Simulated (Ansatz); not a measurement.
Reactions of C4H12GeO3Se (`C[O][Ge]([O]C)([O]C)[Se]C`).

Gas-phase electronic energies from Ansatz, PBE0-D4/def2-TZVP geometries. CCSD(T)/CBS is the MP2 limit (def2-TZVPP, def2-QZVPP) plus CCSD(T) − MP2 in def2-TZVPP, frozen cores. This one scheme is used for every species, atoms too. DFT in def2-TZVPP. No spin–orbit coupling; open shells (•) take unrestricted orbitals. Spin–orbit coupling would lower the free atoms: a little for C, O; clearly for Ge, Se. def2 core potentials past Kr. Bonds to Ge, Se, Sn, Ti are less sure, by a few kJ/mol each and by 10 to 20 or more in all where they break to atoms, as the def2 sets lack core-valence functions. Scalar relativity is left out up to krypton. Each species was taken in one conformer, which may not be the lowest.

```
                                                                                                           reaction  PBE0-D4 (kcal/mol)  CCSD(T)/CBS(def2) (kcal/mol)
                                      `C[O][Ge]([O]C)([O]C)[Se]C` + CH₃NH₂ → `C[NH][Ge]([O]C)([O]C)[O]C` + `C[SeH]`                13.0                          11.6
`C[O][Ge]([O]C)([O]C)[Se]C` + `[OH][Ti]([Cl])([Cl])[Cl]` → `C[Se][Ti]([Cl])([Cl])[Cl]` + `C[O][Ge]([OH])([O]C)[O]C`                13.0                           9.6
                                       `C[O][Ge]([O]C)([O]C)[Se]C` + `OCO` → `C[Se]CO` + `C[O][Ge]([OH])([O]C)[O]C`                 4.4                           2.1
                    `C[O][Ge]([O]C)([O]C)[Se]C` + trichlorosilane → `C[O][Ge]([O]C)([O]C)[Si](Cl)(Cl)Cl` + `C[SeH]`                12.6                          14.9
                                                      `C[O][Ge]([O]C)([O]C)[Se]C` → 4 C• + Ge• + 12 H• + 3 O• + Se•              1879.2                        1885.8
        `C[O][Ge]([O]C)([O]C)[Se]C` + `Cl[Si](Cl)(Cl)[GeH3]` → `C[Se][GeH3]` + `C[O][Ge]([O]C)([O]C)[Si](Cl)(Cl)Cl`                 4.6                           5.5
                                       `C[O][Ge]([O]C)([O]C)[Se]C` + `OBF` → `C[Se]BF` + `C[O][Ge]([OH])([O]C)[O]C`                26.0                          24.9
                       `C[O][Ge]([O]C)([O]C)[Se]C` + `O[BH][AlH2]` → `C[Se][BH][AlH2]` + `C[O][Ge]([OH])([O]C)[O]C`                12.2                          10.7
`C[O][Ge]([O]C)([O]C)[Se]C` + `[Cl][SnH2][Si](Cl)(Cl)Cl` → `C[O][Ge]([O]C)([O]C)[Si](Cl)(Cl)Cl` + `C[Se][SnH2][Cl]`                -0.2                          -0.2
                                          `C[O][Ge]([O]C)([O]C)[Se]C` + H₂O → `C[O][Ge]([OH])([O]C)[O]C` + `C[SeH]`                 8.6                           7.8
```

Largest T1 diagnostic: 0.025, for `C[Se][Ti]([Cl])([Cl])[Cl]`.
